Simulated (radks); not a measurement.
Coherent X-ray form factor from a spherical all-electron density. Calculated with a radial shooting solver on a logarithmic mesh with Libxc functionals: Dirac Kohn-Sham, BLYP, spin-unpolarised, spherical densities, finite nucleus; Fermi nuclear charge, rms radius of each element as measured or else 0.836 A^(1/3) + 0.57 fm.

sin(theta)/lambda (1/angstrom)  f0 (electrons)
0.05                                    53.814
0.1                                     53.261
0.15                                    52.363
0.2                                     51.148
0.25                                    49.659
0.3                                     47.941
0.4                                     44.023
0.5                                     39.800
0.6                                     35.622
0.8                                     28.326
1                                       23.027
1.25                                    18.867
1.5                                     16.346
2                                       12.870

The species is in the configuration that NIST lists as its ground one. Which atom or ion scatters so?

Answer. The thulium ion Tm15+, [Kr] 4d10 4f8. Extrapolating in s^2 from the first two rows gives f0(0) = 54.0, near the electron count 54; among species with that count, the fall with angle is slower the higher Z, and the table is that of Z = 69; from so few rows the species is fixed only to a neighbour or two.
